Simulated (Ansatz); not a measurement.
SiF4. Total charge 0; triplet. Geometry PBE-D4/def2-SVP, that of the neutral singlet; atoms count from 1.

Cartesian coordinates in Å:
```
Si 0.0000 0.0000 0.0000
F -1.0887 0.2997 1.1373
F 0.2404 -1.5811 -0.1060
F 1.3786 0.7260 0.3755
F -0.5303 0.5554 -1.4068
```

At PBE0-D4/def2-TZVP a singlet of charge 0 lies 10.53 eV below the triplet at the same geometry.

(1) Estimate the Mulliken populations from the PBE0/def2-TZVP orbitals of Ansatz.

(2) Where does the spin sit?

(3) And the Mayer bond orders between heavy atoms (over 0.3)?

Results:

(1) 
```tsv
atom	charge (e)	spin (α − β)
Si1	0.13	1.16
F2	-0.03	0.21
F3	-0.03	0.21
F4	-0.03	0.21
F5	-0.03	0.21
```
Mulliken values depend strongly on the basis.

(2) Summed by element: Si 1.16, F 0.84, of 2 unpaired in all. Largest on single atoms: Si1 1.16, F3 0.21, F2 0.21.

(3) Si1–F2 0.74 (1.60 Å); Si1–F3 0.74 (1.60 Å); Si1–F4 0.74 (1.60 Å); Si1–F5 0.74 (1.60 Å).
